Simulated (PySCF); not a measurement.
**Re⁴⁶⁺: ionisation energy**

Re⁴⁶⁺ [Ar] 3d10 4s1 [4s1/2^1, M_J = 1/2] → Re⁴⁷⁺ [Ar] 3d10, as a difference of total energies. Calculation: PySCF 2.14, in an uncontracted even-tempered set (16 s from 6.3 bohr⁻², ratio 2.8; 13 p from 8.2 bohr⁻², ratio 2.8; 8 d from 15 bohr⁻², ratio 2.8; 4 f from 32 bohr⁻², ratio 3); the two-component X2C-1e Hamiltonian. Correlated levels: [Ne] frozen; the 72 highest virtual spinors dropped. "Screened" scales the spin-orbit matrix elements by Boettger's factors to mimic the two-electron term; Breit and QED terms are absent.

| method | ionisation energy (eV) | difference from reference (eV) |
| --- | --- | --- |
| GHF (spin-free) | 2497.8 | -16.7 |
| GMP2 (spin-free) | 2499.1 | -15.4 |
| GHF (screened spin-orbit) | 2497.5 | -17.0 |
| GMP2 (screened spin-orbit) | 2498.7 | -15.8 |

Reference: 2514.5 ± 0.3 eV (semi-empirical (NIST evaluation); NIST Atomic Spectra Database, ionization energies).

Breit and QED terms and the two-electron picture change are absent.
